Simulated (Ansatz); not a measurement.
Be₅Se₄, relaxed as a singlet with RKS B3LYP-D4/def2-SVP in Ansatz, starting from the GFN1-xTB geometry. Force threshold 0.02 eV/Å.

Another isomer (singlet) lies 0.61 eV lower at PBE0-D4/def2-TZVP; other spin states weren't run for this one.

Start:

```xyz
9

Be    1.1020   -1.1632   -1.9870
Be    0.9310    1.8276   -1.3355
Be   -0.6619    1.7406    1.3197
Be    0.2535   -2.4092   -0.7087
Be   -1.1671   -1.2275    1.7987
Se    1.6816    0.5990   -2.7616
Se    0.1977    3.0864    0.0711
Se   -1.5773    0.5499    2.6837
Se   -0.7594   -3.0036    0.9197
```

(1) Estimate the energy that the relaxation releases and the steps that it takes.

(2) Does the start keep its bonding and symmetry?

(3) Predict the relaxed structure.

Answers

(1) 0.34 eV, in 18 steps; 94 s on 4 threads of Arm Neoverse V2 on a shared host. The force fell under the threshold at step 5, but the optimiser went on and released 0.092 eV more. No frequencies were taken in this run, so the end may be a saddle point.

(2) By distances, no bond broke or formed. The bond that changes most is Be1–Be4, from 1.98 to 2.05 Å (atoms count from 1). Point group Cs at the start, C2 at the end, both within 0.05 Å.

(3) 
```xyz
9

Be    0.726   -0.827   -1.869
Be    1.015    1.726   -1.235
Be   -0.560    1.508    1.120
Be    0.367   -2.114   -0.317
Be   -1.205   -1.216    1.614
Se    0.962    0.822   -3.049
Se    1.114    2.535    0.622
Se   -2.249    0.522    1.649
Se   -0.172   -2.955    1.465
```
Bond lengths (bridged metal pairs left out): 8 × Be–Se 2.03 to 2.04 Å; 1 × Be–Be 2.05 Å.
